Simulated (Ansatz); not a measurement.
BrCl3Ti (`[Cl][Ti]([Cl])([Cl])[Br]`) at its PBE0-D4/def2-TZVP geometry, where that method's forces vanish. The species carries charge 0 and has multiplicity 1.

```xyz
5

Cl   -0.4437   -1.8462   -1.0557
Ti   -0.0066    0.0063   -0.0317
Cl    1.7081    0.9519   -0.9467
Cl   -1.7144    1.3247   -0.1602
Br    0.4567   -0.4367    2.1943
```

(1) What forces (eV/Å) does r2SCAN-D4/def2-TZVPP give on these atoms in Ansatz? (Estimate.)

## Answers

(1) Computed: 
```
Cl1 -0.055 -0.230 -0.130
Ti2  0.011 -0.010  0.055
Cl3  0.213  0.117 -0.116
Cl4 -0.213  0.164 -0.018
Br5  0.044 -0.042  0.210
```
